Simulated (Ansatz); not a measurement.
CH6FGeIn (`[CH3][GeH]([F])[InH2]`) at its PBE0-D4/def2-TZVP geometry, where that method's forces vanish. Charge 0, multiplicity 1. In: def2 effective core potential.

```xyz
10

C     0.2139   -1.3415   -1.0863
Ge   -0.1517    0.5006   -0.5583
F    -1.8831    0.7152   -0.8338
In    0.1125    1.1157    1.9806
H    -0.1210   -1.4959   -2.1132
H     1.2855   -1.5454   -1.0314
H    -0.3120   -2.0363   -0.4311
H     0.5027    1.4694   -1.5730
H     1.0638    2.4637    2.4911
H    -0.7107    0.1545    3.1555
```

(1) What forces (eV/Å) does ωB97M-V/def2-TZVPP give on these atoms in Ansatz? (Best estimate.)

Answers

(1) Ansatz gave: 
```
C1  -0.013 -0.005 -0.019
Ge2  0.173  0.061  0.052
F3  -0.085  0.002 -0.011
In4 -0.008 -0.004 -0.015
H5   0.031  0.002  0.085
H6  -0.077  0.007 -0.006
H7   0.041  0.048 -0.051
H8  -0.053 -0.082  0.083
H9  -0.065 -0.093 -0.038
H10  0.055  0.064 -0.079
```
